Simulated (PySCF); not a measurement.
O₂S₂, SMILES O=S(=O)=S. The structure is a stationary point at B3LYP-D3(BJ)/def2-SVP.

The numbers are results of B3LYP-D3(BJ)/def2-SVP (PySCF), not measurements.

Harmonic wavenumbers (cm⁻¹): 332, 380, 448, 646, 1148, 1337. Rotational constants (GHz): 9.931, 4.235, 2.969; symmetry number 2.

### Question
Work out the zero-point energy and the ideal-gas rigid-rotor harmonic-oscillator thermochemistry at 298.15 K and 1 atm.

### Answer
ZPE = ½ Σ hcν = ½ × 4291 cm⁻¹ = 25.67 kJ/mol. H − E(el) = 38.58 kJ/mol. Entropy in J/(mol K): translation 165.69, rotation 100.33, vibration 14.82, total 280.83. G − E(el) = -45.15 kJ/mol. Cp = 57.51 J/(mol K).
